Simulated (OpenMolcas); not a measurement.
## Ionisation energies of bismuth

```yaml
Program: OpenMolcas
Basis: ANO-RCC [11s10p9d6f4g]
Scalar_Hamiltonian: DKH2, point nucleus
Spin-orbit_coupling: state interaction with AMFI integrals over the reference wave functions, term energies averaged over their components
```

Active shells in each charge state: the valence s, p shells, with orbitals averaged over the low states. Where CASPT2's correlated closed shells are named, they are those of the first ion.

A. CASSCF
B. SS-CASPT2, IPEA 0.25 Eh, imaginary shift 0.1 Eh (closed shells correlated: 4f 5s 5p 5d)

Energies in eV between the lowest computed levels (charge -1 gives the electron affinity), named as in B; reference values from the NIST Atomic Spectra Database with their kind.

```csv
From,To,A,B,Spin-orbit share in B,Reference
Bi- 6s2 6p4 3P2,Bi 6s2 6p3 4S* 3/2,-0.143,0.755,+0.087,
Bi 6s2 6p3 4S* 3/2,Bi+ 6s2 6p2 3P0,6.573,7.364,-1.449,7.286 (measured)
Bi+ 6s2 6p2 3P0,Bi2+ 6s2 6p 2P* 1/2,15.620,16.491,+0.540,16.703 (measured)
Bi2+ 6s2 6p 2P* 1/2,Bi3+ 6s2 1S0,24.195,25.331,+1.527,25.571 (measured)
Bi3+ 6s2 1S0,Bi4+ 6s 2S 1/2,43.213,44.635,+0.000,45.370 (measured)
Bi4+ 6s 2S 1/2,Bi5+ 5d10 1S0,54.164,56.103,+0.000,54.856 (measured)
```

Error against the reference values, in %:

```tsv
From	Reference	A	B
Bi	measured	-9.8	+1.1
Bi+	measured	-6.5	-1.3
Bi2+	measured	-5.4	-0.9
Bi3+	measured	-4.8	-1.6
Bi4+	measured	-1.3	+2.3
```

Mean absolute error over the 5 measured values: A 1.20 eV, B 0.50 eV. B lies closest.

No diffuse functions were added, so the electron affinity comes out too small, and without dynamic correlation a bound anion can come out unbound.

* marks odd parity.
